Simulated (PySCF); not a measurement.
**Bond length, frequency and bond energy of TaBr⁻ by level of theory**

State: ⁴Δ (quartet), unpaired electrons π ↑↑, δ ↑. Set-up: Ta def2-TZVPPD with ECP60, Br def2-TZVPPD; scalar-relativistic core potentials (PySCF 2.14). De refers to Ta (5d3 6s2) + Br⁻ in their high-spin ground configurations, without counterpoise correction. The functionals are run spin-unrestricted. A positive dipole points towards Br; it is taken about the centre of mass and depends on that origin.

```json
{"Level": "ROHF", "Re (Å)": "2.779", "ωe (cm⁻¹)": "139", "De (eV)": "n/a", "μ (D)": "-0.67", "CPU s a point (SCF and correlation, without the integrals)": "2"}
{"Level": "ROHF-MP2", "Re (Å)": "2.580", "ωe (cm⁻¹)": "180", "De (eV)": "n/a", "μ (D)": "n/a", "CPU s a point (SCF and correlation, without the integrals)": "3.9"}
{"Level": "ROHF-SCS-MP2", "Re (Å)": "2.621", "ωe (cm⁻¹)": "170", "De (eV)": "n/a", "μ (D)": "n/a", "CPU s a point (SCF and correlation, without the integrals)": "n/a"}
{"Level": "LDA", "Re (Å)": "2.515", "ωe (cm⁻¹)": "198", "De (eV)": "n/a", "μ (D)": "0.26", "CPU s a point (SCF and correlation, without the integrals)": "0.91"}
{"Level": "PBE", "Re (Å)": "2.584", "ωe (cm⁻¹)": "176", "De (eV)": "n/a", "μ (D)": "0.00", "CPU s a point (SCF and correlation, without the integrals)": "1.4"}
{"Level": "PW91", "Re (Å)": "2.583", "ωe (cm⁻¹)": "177", "De (eV)": "n/a", "μ (D)": "-0.08", "CPU s a point (SCF and correlation, without the integrals)": "0.93"}
{"Level": "BP86", "Re (Å)": "2.593", "ωe (cm⁻¹)": "174", "De (eV)": "n/a", "μ (D)": "-0.01", "CPU s a point (SCF and correlation, without the integrals)": "0.91"}
{"Level": "r²SCAN", "Re (Å)": "2.605", "ωe (cm⁻¹)": "175", "De (eV)": "n/a", "μ (D)": "0.11", "CPU s a point (SCF and correlation, without the integrals)": "1.6"}
{"Level": "B3LYP", "Re (Å)": "2.644", "ωe (cm⁻¹)": "161", "De (eV)": "n/a", "μ (D)": "-0.46", "CPU s a point (SCF and correlation, without the integrals)": "3.3"}
{"Level": "PBE0", "Re (Å)": "2.598", "ωe (cm⁻¹)": "176", "De (eV)": "n/a", "μ (D)": "-0.12", "CPU s a point (SCF and correlation, without the integrals)": "4.2"}
{"Level": "MN15", "Re (Å)": "2.589", "ωe (cm⁻¹)": "178", "De (eV)": "n/a", "μ (D)": "-0.37", "CPU s a point (SCF and correlation, without the integrals)": "3.1"}
{"Level": "LC-ωPBE", "Re (Å)": "2.612", "ωe (cm⁻¹)": "174", "De (eV)": "n/a", "μ (D)": "0.14", "CPU s a point (SCF and correlation, without the integrals)": "4.8"}
```

Task: What does a quarter of exact exchange do here, going from PBE to PBE0?

Result: PBE0 less PBE: +1.4 pm in Re, +0.0 % in ωe. Exact exchange removes part of the self-interaction that spreads semilocal densities, and in most molecules shortens and stiffens the bond and lowers De; here Re goes the other way.

Task: What does the step from GGA to meta-GGA do here, going from PBE to r²SCAN?

Result: r²SCAN less PBE: +2.1 pm in Re, -0.6 % in ωe. 

Task: What does the gradient correction do here, going from LDA to PBE?

Result: PBE less LDA: +6.9 pm in Re, -11.1 % in ωe. The gradient correction favours the more uneven density of free atoms, so it tends to lengthen bonds and takes away much of the overbinding of LDA; so it does here.

Correlated steps freeze 9 core orbitals. De is left out where the level can put another filling of the metal’s s and d shells below the measured ground configuration, by anything from nothing to about 1 eV. These are scalar-relativistic numbers at best; spin–orbit coupling would shift them, the dissociation energy most. The highest Kohn–Sham level is positive in this anion. Much of that is self-interaction error, but it also means that the finite basis helps to hold the extra electron. The state is the lowest single determinant that the PBE0 search found; with open d or f shells the true ground state can be another one.

The whole job (state search and all levels along the bond) took about 6.3 min on 2 threads of AMD EPYC 9R45 96-Core (shared host), peak memory 4.8 GiB.
